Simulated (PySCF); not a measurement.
C3H4Cl2Ge, SMILES ClC1=[CH][Ge@H]([Cl])[CH2]1.

Geometry: PBE-D3(BJ)/def2-SVP. The structure was generated by enumeration; whether it is a known compound was not checked.

Two levels are set side by side: PBE/def2-TZVP (PySCF) and CAM-B3LYP/def2-TZVP (PySCF). Same geometry, gas phase. Differences are taken from unrounded values.

```tsv
quantity	PBE
orbital gap (eV)	4.75
highest occupied level (eV)	-6.64
lowest empty level (eV)	-1.89
dipole moment (D)	1.53
mean polarisability (bohr³)	91.4
```

**Question.** These are the PBE values. What does CAM-B3LYP give? (Estimate from the structure and the level; the computed values follow.)

**Answer.** 
```tsv
quantity	CAM-B3LYP	PBE minus CAM-B3LYP
orbital gap (eV)	9.23	-4.48
highest occupied level (eV)	-9.04	2.40
lowest empty level (eV)	0.19	-2.08
dipole moment (D)	1.64	-0.11
mean polarisability (bohr³)	87.5	3.9
```

PBE's occupied levels lie high since its potential decays too fast outside the molecule; exact exchange lowers them and widens the gap. Loosely held outer electrons make PBE densities more polarisable. Differences between two approximate levels are no errors against the true value.

Rough cost on one machine, each run with all the roots and properties that it gave: CAM-B3LYP against PBE within a factor of 2.
